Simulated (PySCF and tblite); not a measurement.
Values are calculated unless marked as measured or tabulated.
Stationary points of C$_{5}$H$_{8}$Sn at PBE0-D3(BJ)/def2-SVP, in Å:

Structure A

```
 1 Sn   -1.988    0.095   -0.028
 2 C     0.020    0.071    0.896
 3 C     0.610   -1.173    0.371
 4 C     1.497   -0.845   -0.616
 5 C     1.567    0.593   -0.729
 6 C     0.723    1.155    0.187
 7 H    -2.901   -1.215    0.608
 8 H    -2.766    1.570    0.388
 9 H    -1.761   -0.048   -1.713
10 H    -0.165    0.166    1.976
11 H     0.352   -2.176    0.713
12 H     2.058   -1.550   -1.230
13 H     2.188    1.136   -1.442
14 H     0.564    2.220    0.366
```

Structure B

```
 1 Sn   -1.791    0.312   -0.169
 2 C     0.172   -0.224    1.135
 3 C     0.805   -1.282    0.448
 4 C     1.456   -0.749   -0.674
 5 C     1.249    0.638   -0.723
 6 C     0.456    1.006    0.385
 7 H    -2.925   -0.412    0.911
 8 H    -2.396    1.897   -0.489
 9 H    -1.511   -0.605   -1.575
10 H    -0.217   -0.258    2.156
11 H     0.772   -2.332    0.738
12 H     2.003   -1.329   -1.419
13 H     1.615    1.319   -1.491
14 H     0.310    2.019    0.767
```

Level: PBE0/pcSseg-1 (def2-TZVP on Sn) + D3(BJ) on PBE0-D3(BJ)/def2-SVP stationary points, with GFN2-xTB thermal terms.

**Question.** Which structure is a saddle point, and along which motion?

**Answer.** B: one imaginary mode (260i cm⁻¹ at GFN2-xTB, mostly on C2, C6, C5), along the shift of Sn1 from C2 to C6.

**Question.** Give their symmetry and energies above the lowest.

**Answer.** A Cs, 0.0 kcal/mol; B Cs, 6.4 kcal/mol.

Spin–orbit effects of heavy atoms on shieldings are missing.
